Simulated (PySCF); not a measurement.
C₂H₆FGaO. Atoms are numbered in the order given.

```xyz
11

Ga     0.0521     0.3582     0.0000
F      1.4165     1.4668     0.0000
C     -1.7879     1.0233     0.0000
H     -2.5122     0.1970     0.0000
H     -1.9470     1.6479     0.8918
H     -1.9470     1.6479    -0.8918
O      0.6291    -1.3276     0.0000
C     -0.1780    -2.4773     0.0000
H      0.0345    -3.0959     0.8913
H      0.0345    -3.0959    -0.8913
H     -1.2655    -2.2612     0.0000
```
Charge 0, spin multiplicity 1.

The structure is a stationary point at B3LYP-D3(BJ)/def2-SVP. The structure was generated by enumeration; whether it is a known compound was not checked. One conformer was computed; it need not be the lowest.

Computed with C-PCM-PBE0/def2-SVP (PySCF).

The values are the electrostatic part of the solvation free energy, E(continuum) − E(gas) at the gas-phase geometry, in a cavity of scaled van der Waals radii (PySCF's table); cavitation and dispersion terms are not included. A continuum can't describe solvent molecules that bind to the metal. In vacuum the orbital gap is 7.63 eV. The dipole moment in vacuum is 3.75 D.

Computed values in water (ε = 78.36), acetonitrile (ε = 35.69), diethylether (ε = 4.24):
```tsv
solvent	ε	ΔG(elec) (kcal/mol)	dipole (D)	gap (eV)
water	78.36	-8.0	4.57	7.82
acetonitrile	35.69	-7.8	4.56	7.82
diethylether	4.24	-6.0	4.35	7.78
```
